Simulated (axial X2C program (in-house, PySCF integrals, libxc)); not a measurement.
**SrSn: from the spin-free to the two-component result**

Calculated with an axial X2C code built on PySCF integrals. Spin-free means the one-electron spin-free X2C Hamiltonian; two-component (2c) means X2C with spin–orbit coupling and atomic mean-field two-electron Coulomb and Gaunt terms, so the difference of the two also holds small scalar two-electron terms. Basis: Sn dyall-cv3z [11s12p9d4f1g], Sr dyall-cv3z [13s12p8d5f1g] (cores contracted in-house); Gaussian nuclei, density fitting, unrestricted open shells. Masses: Sn 119.902 u, Sr 87.906 u.

Spin-free state: M_S = 1, Λ = 0 (beyond evenly filled blocks: π+α, π-α); fragments Sn + Sr.

| level | Re (Å) | ωe (cm⁻¹) | De (eV) | μ (D) |
| --- | --- | --- | --- | --- |
| PBE0 | 3.154 | 135.7 | 1.408 | 4.90 |
| HF | 3.289 | 125.2 | 1.175 | 4.87 |
| CCSD | 3.263 | 128.5 | 1.092 | n/a |
| CCSD(T) | 3.262 | 128.8 | 1.156 | n/a |

Correlated methods: 6 electrons correlated (number of frozen shells: Sn 4 s, 3 p, 2 d; Sr 4 s, 3 p, 1 d), 324 virtual spin orbitals or spinors in MP2, 81 natural virtuals in coupled cluster.

Dipoles are positive if Sr is the positive end.

Two-component determinant lowest at the distance of the search:

Ω = 1 (⟨Sz⟩ = 0.99, ⟨Lz⟩ = 0.01 at HF); fragments Sn + Sr.

```json
{"level": "PBE0", "Re (Å)": "3.156", "ωe (cm⁻¹)": "135.0", "μ (D)": "4.88"}
{"level": "HF", "Re (Å)": "3.292", "ωe (cm⁻¹)": "124.6", "μ (D)": "4.88"}
{"level": "CCSD", "Re (Å)": "3.266", "ωe (cm⁻¹)": "127.9", "μ (D)": "n/a"}
{"level": "CCSD(T)", "Re (Å)": "3.265", "ωe (cm⁻¹)": "128.2", "μ (D)": "n/a"}
```

(1) From the two tables, how do the constants change at the CCSD(T) level (2c against spin-free)?

The state is a single determinant with fixed occupations, the lowest that a limited PBE0 search found. Dissociation energies refer to the lowest single-determinant-based atoms at the same level and basis. De is not given where an atomic determinant may have missed its ground term or J level, or where the truncated virtual space spoils (T). Density functionals use the spin component along the axis (collinear). Coupled cluster ran in a truncated set of natural virtual spinors; the MP2 energy of the rest was added. (T) has no such correction and the atoms are truncated less, which lowers De at CCSD(T) by a hundredth of an eV or more. Other states lie close and PBE0, whose exact exchange favours high spin, may order them wrongly; the determinant shown need not be the ground state. The nearest other spin-free determinant of the search, M_S = 2, Λ = 0, lies 0.45 eV up at the distance of the search. The functionals have no current-density term, which raises determinants with orbital currents, atoms included. With several unpaired electrons one determinant need not be a pure state. The outer-core s and p shells of the metal are frozen in the correlated rows, which leaves out core–valence correlation; for alkali and alkaline-earth bonds that tends to lengthen them. Open-shell Ω = 0 determinants with evenly filled partner blocks cannot be reached by this program, so the Ω shown need not be the lowest component. This is the Ω = 1 component of a π² triplet; the 0⁺ component is not one determinant and can lie lowest. The determinant is spin-polarised beyond a pure state at some levels (its spin-free form has ⟨S²⟩ too high), which makes Re and μ there less reliable. With the outer-core shells frozen, correlated bond lengths of heavy atoms tend to come out a few hundredths of an ångström too long.

## Answers

(1) At the CCSD(T) level Re rises by 0.003 Å and ωe drops by 0.6 cm⁻¹.
